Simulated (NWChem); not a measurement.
All runs are NWChem calculations. System: H4Si2, charge 0, spin multiplicity 1, at a geometry optimised with PBE/def2-SVP. The structure started from a generated list of species. Level: G0W0@PBE0/def2-TZVP, RI basis def2-tzvp-rifit.

Job file:

```
start mol
memory heap 200 mb stack 700 mb global 1700 mb
geometry units angstroms nocenter noautoz noautosym
  Si    -1.036902    -0.262550     0.061898
  Si     1.266944     0.341060    -0.189753
  H     -1.323491    -1.556230     0.785209
  H     -1.864885    -0.222484    -1.196435
  H     -1.527980     0.866694     0.953013
  H      1.495769    -0.187123     1.248182
end
basis spherical
  * library def2-tzvp
end
basis "ri basis" bse spherical
  * library def2-tzvp-rifit
end
dft
  xc pbe0
  iterations 100
  direct
  tolerances tight
end
task dft energy
gw
  states alpha occ 4 vir 2
end
task dft gw
```

Output (cleaned and shortened):

```
             Northwest Computational Chemistry Package (NWChem) 7.3.0
             --------------------------------------------------------

                                NWChem Input Module
                                -------------------

 Scaling coordinates for geometry "geometry" by  1.889725989
 (inverse scale =  0.529177249)

                             Geometry "geometry" -> ""
                             -------------------------

 Output coordinates in angstroms (scale by  1.889725989 to convert to a.u.)

  No.       Tag          Charge          X              Y              Z
 ---- ---------------- ---------- -------------- -------------- --------------
    1 Si                  14.0000    -1.03690200    -0.26255000     0.06189800
    2 Si                  14.0000     1.26694400     0.34106000    -0.18975300
    3 H                    1.0000    -1.32349100    -1.55623000     0.78520900
    4 H                    1.0000    -1.86488500    -0.22248400    -1.19643500
    5 H                    1.0000    -1.52798000     0.86669400     0.95301300
    6 H                    1.0000     1.49576900    -0.18712300     1.24818200

 Effective nuclear repulsion energy (a.u.)      73.3922882923

            Nuclear Dipole moment (a.u.)
            ----------------------------
        X                 Y               Z
 ---------------- ---------------- ----------------
     0.0000018897    -0.0000056692    -0.0000018897


 Summary of "ao basis" -> "" (spherical)
 ------------------------------------------------------------------------------
       Tag                 Description            Shells   Functions and Types
 ---------------- ------------------------------  ------  ---------------------
 *                         def2-tzvp                  on all atoms

 new library libraries.bse/

 Summary of "ri basis" -> "" (spherical)
 ------------------------------------------------------------------------------
       Tag                 Description            Shells   Functions and Types
 ---------------- ------------------------------  ------  ---------------------
 *                      def2-tzvp-rifit               on all atoms

                                 NWChem DFT Module
                                 -----------------

 Summary of "ao basis" -> "ao basis" (spherical)
 ------------------------------------------------------------------------------
       Tag                 Description            Shells   Functions and Types
 ---------------- ------------------------------  ------  ---------------------
 Si                        def2-tzvp                13       37   5s5p2d1f
 H                         def2-tzvp                 4        6   3s1p

 Summary of "ao basis" -> "ao basis" (spherical)
 ------------------------------------------------------------------------------
       Tag                 Description            Shells   Functions and Types
 ---------------- ------------------------------  ------  ---------------------
 Si                        def2-tzvp                13       37   5s5p2d1f
 H                         def2-tzvp                 4        6   3s1p

            General Information
            -------------------
          SCF calculation type: DFT
          Wavefunction type:  closed shell.
          No. of atoms     :     6
          No. of electrons :    32
           Alpha electrons :    16
            Beta electrons :    16
          Charge           :     0
          Spin multiplicity:     1
[...]
   Bfn.  Coefficient  Atom+Function         Bfn.  Coefficient  Atom+Function
  ----- ------------  ---------------      ----- ------------  ---------------
    42      0.334202  2 Si s                 52      0.288588  2 Si px
    41      0.285223  2 Si s                 15     -0.235895  1 Si px
    54     -0.178942  2 Si pz                55      0.171966  2 Si px
    53      0.165290  2 Si py                40     -0.164192  2 Si s
    57     -0.118708  2 Si pz                 5     -0.116585  1 Si s

 Vector   17  Occ=0.000000D+00  E=-1.232566D-01
              MO Center=  1.1D+00,  2.6D-01, -1.4D-01, r^2= 3.1D+00
   Bfn.  Coefficient  Atom+Function         Bfn.  Coefficient  Atom+Function
  ----- ------------  ---------------      ----- ------------  ---------------
    53      0.419456  2 Si py                56      0.412993  2 Si py
    54      0.174112  2 Si pz                57      0.171642  2 Si pz
    89     -0.141735  5 H  s                 44     -0.139958  2 Si py
    50      0.133257  2 Si py                52     -0.130025  2 Si px
    55     -0.124775  2 Si px                77      0.091073  3 H  s

 Vector   18  Occ=0.000000D+00  E= 6.093362D-03
              MO Center=  4.9D-01,  1.2D-01, -7.7D-02, r^2= 6.5D+00
   Bfn.  Coefficient  Atom+Function         Bfn.  Coefficient  Atom+Function
  ----- ------------  ---------------      ----- ------------  ---------------
     5      1.265392  1 Si s                 55      0.956470  2 Si px
    18      0.750914  1 Si px                95     -0.545216  6 H  s
    42     -0.517633  2 Si s                 77     -0.474718  3 H  s
    57      0.417925  2 Si pz                52      0.309552  2 Si px
    15      0.233977  1 Si px                19     -0.215038  1 Si py

 Vector   19  Occ=0.000000D+00  E= 2.965209D-02
              MO Center= -2.1D-01, -2.0D-02, -7.0D-02, r^2= 6.2D+00
   Bfn.  Coefficient  Atom+Function         Bfn.  Coefficient  Atom+Function
  ----- ------------  ---------------      ----- ------------  ---------------
    42      1.319985  2 Si s                 95     -1.042461  6 H  s
    18     -0.959476  1 Si px                20      0.658620  1 Si pz
    77     -0.661440  3 H  s                 89     -0.652124  5 H  s
    57      0.579227  2 Si pz                55     -0.426026  2 Si px
    56     -0.389268  2 Si py                41      0.262234  2 Si s

 center of mass
 --------------
 x =   0.10049783 y =   0.03429835 z =  -0.05585569

 moments of inertia (a.u.)
 ------------------
          50.201153482105         -73.294783013400          24.325435864165
         -73.294783013400         322.492440742773           9.282209752661
          24.325435864165           9.282209752661         332.614451502271

     Multipole analysis of the density
     ---------------------------------

     L   x y z        total         alpha         beta         nuclear
     -   - - -        -----         -----         ----         -------
     0   0 0 0     -0.000000    -16.000000    -16.000000     32.000000

     1   1 0 0      0.115965      0.057981      0.057981      0.000002
     1   0 1 0     -0.071350     -0.035672     -0.035672     -0.000006
     1   0 0 1     -0.013096     -0.006547     -0.006547     -0.000002

     2   2 0 0    -24.080888    -96.542275    -96.542275    169.003662
     2   1 1 0     -1.086976    -19.704347    -19.704347     38.321717
     2   1 0 1      0.262923      4.883542      4.883542     -9.504161
     2   0 2 0    -21.154116    -21.024361    -21.024361     20.894606
     2   0 1 1      1.226089      3.285861      3.285861     -5.345632
     2   0 0 2    -23.129846    -20.621013    -20.621013     18.112181

 Task  times  cpu:        5.6s     wall:        5.6s

                                NWChem Input Module
                                -------------------

                                 NWChem GW Module
                                 ----------------

                             ***********************
                             ***        GW       ***
                             ***********************

 Summary of "ri basis" -> "ri basis" (spherical)
 ------------------------------------------------------------------------------
       Tag                 Description            Shells   Functions and Types
 ---------------- ------------------------------  ------  ---------------------
 Si                     def2-tzvp-rifit             29      113   9s7p6d5f2g
 H                      def2-tzvp-rifit              7       15   4s2p1d

                 Memory Information
                 ------------------
          Available GA per process is          1699.9 MBs
          Available stack per process is        700.0 MBs
          Available heap per process is           0.0 MBs

          Peak memory in Initialization
              Peak GA per process is                  4.5 MBs
              Peak stack per process is               0.1 MBs
              Peak heap per process is                4.9 MBs
              Memory not in MA per process            0.0 MBs

          Peak memory in AFF Calculation
              Peak GA per process is                 19.8 MBs
              Peak stack per process is              13.1 MBs
              Peak heap per process is                0.0 MBs
              Memory not in MA per process           13.1 MBs

          Computing 2-center integrals
          Computing Inverse Cholesky factor
          Computing 3-center integrals
          Computing V_xc ...

          Computing Sigma_x
          Computing RPA polarizability
          Solving quasiparticle equations

                  Alpha Orbitals
          State     Energy (eV)     Error (eV)
          -----------------------------------
@GW        13        -11.913           0.005
@GW        14        -11.826           0.005
@GW        15        -10.380           0.004
@GW        16         -8.642           0.004
@GW        17         -1.409           0.004
@GW        18          1.929           0.004

   Applying  -1.9350 eV scissor-shift to rest of particle states

   Applying   1.9450 eV scissor-shift to rest of hole states

     GW Timing Statistics
   ------------------------
   Init.   :          0.0s
     ERIs  :          0.4s
     Distr.:          0.0s
     Vxc   :          0.9s
   Sigma_x :          0.0s
   RPA     :          0.4s
   Wmn     :          0.0s
   Sigma_c :          0.0s
   GW total:          1.8s

 Task  times  cpu:        1.8s     wall:        1.8s

 Total times  cpu:        7.5s     wall:        7.5s
```
